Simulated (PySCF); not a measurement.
Ga(Me)2(SiMe3), SMILES [CH3][Ga]([CH3])[Si](C)(C)C (C5H15GaSi) at its GFN2-xTB optimised geometry (Å):

```
22

Ga     0.3920    -1.0011     0.0000
C     -0.4318    -2.8906    -0.0115
H     -0.2379    -3.3952    -0.9654
H     -1.5150    -2.8979     0.1470
H      0.0220    -3.5099     0.7713
C      2.4533    -1.0011     0.0000
H      2.8951    -0.0129    -0.1627
H      2.8349    -1.6686    -0.7817
H      2.8399    -1.3789     0.9540
Si    -0.9628     1.0474     0.0000
C      0.1558     2.5795    -0.3085
C     -1.8694     1.2857     1.6799
C     -2.2830     0.9700    -1.3965
H     -0.4039     3.5099    -0.3157
H      0.9167     2.6535     0.4647
H      0.6669     2.4889    -1.2641
H     -1.1516     1.3911     2.4898
H     -2.4896     0.4202     1.9008
H     -2.5086     2.1636     1.6836
H     -2.8951     0.0780    -1.2860
H     -1.8041     0.9205    -2.3716
H     -2.9447     1.8311    -1.3920
```

Level of theory: CAM-B3LYP/def2-SVP run with PySCF. Cells within 0.4 Å of a nucleus heavier than hydrogen are left out (blank, or x).

Map of the Laplacian of the electron density (e/bohr⁵), clipped to [-1.50, 1.50] on the plane z = 0.0 Å:

```
|4444444444444444444444444444444|
|4444444444444444444444444444444|
|4444444444444444444444444444444|
|4444444444444444444444444444444|
|4444444444444444444444444444444|
|4444444444444444444444444444444|
|4444444444444434444444444444444|
|4444444444444434444444444444444|
|4444444444444448334444444444444|
|444444444444444x434444444444444|
|4444444444444433444444444444444|
|4444444444449944444444444444444|
|444444444448xx94444444444444444|
|444444444447xx94444444444444444|
|4444444444447744444444444444444|
|4444444444444444444444034444444|
|4444444444444449994443144444444|
|4444444444444479x9742x854444444|
|4444444444444479x9742xx54444444|
|4444444444444449994444444444444|
|4444444444444444444444444444444|
|4444444444444423444444444444444|
|4444444444411xx5444444444444444|
|44444444444333x3544444444444444|
|4444444444444544444444444444444|
|4444444444444444444444444444444|
|4444444444444444444444444444444|
|4444444444444444444444444444444|
|4444444444444444444444444444444|
|4444444444444444444444444444444|
|4444444444444444444444444444444|
```
Scale: ten equal steps from -1.23 (start of '0') to 1.50 (end of '9'), in the order '0123456789'; x runs from -6.00 to 6.00, y from -6.00 (bottom) to 6.00 (top).
